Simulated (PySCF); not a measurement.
**Two-component Hartree-Fock for S+ (sulfur, charge +1)**

Start: [Ne] 3s1 3p3 4s1; 3s1/2 filled at m_j = +1/2; 3p3/2 filled at m_j = -1/2, +1/2, +3/2; 4s1/2 filled at m_j = +1/2. Calculated with PySCF 2.14 in x2c-TZVPall-2c with one added diffuse shell each of s, p type (6s7p2d1f, 44 functions): generalised Hartree-Fock with the X2C-1e Hamiltonian and a Gaussian nucleus; one run each with spin-orbit coupling (SO) switched off, then screened by Boettger's factors. This is a chosen level, not necessarily the ground level.

| spinor shell | electrons | ε, spin-free (eV) | ε, screened SO (eV) | weight of nominal j (screened SO) | rms radius, screened SO (bohr) |
| --- | --- | --- | --- | --- | --- |
| 1s1/2 | 2 | -2530.9 | -2530.9 | 1.000 | 0.112 |
| 2s1/2 | 2 | -265.28 | -265.28 | 1.000 | 0.516 |
| 2p1/2 | 2 | -201.00 | -202.59 | 0.730 | 0.489 |
| 3s1/2 | 1 | -45.771 | -45.771 | 1.000 | 1.68 |
| 3p3/2 | 3 | -29.666 | -29.666 | 0.662 | 1.90 |
| 4s1/2 | 1 | -9.525 | -9.525 | 1.000 | 4.51 |

(1) Where does 2p3/2 lie, and what is the 2p spin-orbit splitting (screened SO)?

```
   quantity   spin-free  screened SO
E (hartree)  -397.56197   -397.56266
        M_J         5/2          5/2
       ⟨J²⟩       8.750        8.750
       ⟨L²⟩       0.000        0.000
       ⟨S²⟩       8.750        8.750
```

Each row is a mean over spinors that exchange with the open shell spreads, by up to 2.410 eV (2p3/2).

Rows whose weight is well below 1 are mixtures of j = l ± 1/2: exchange outweighs spin-orbit coupling there, and the label is only the starting occupation.

Without spin-orbit coupling the j labels of p, d and f shells carry no meaning; the spin-free column gives the mean over the occupied spinors of each nl shell.

## Answers

(1) At -200.21 eV, 2.386 eV above 2p1/2.
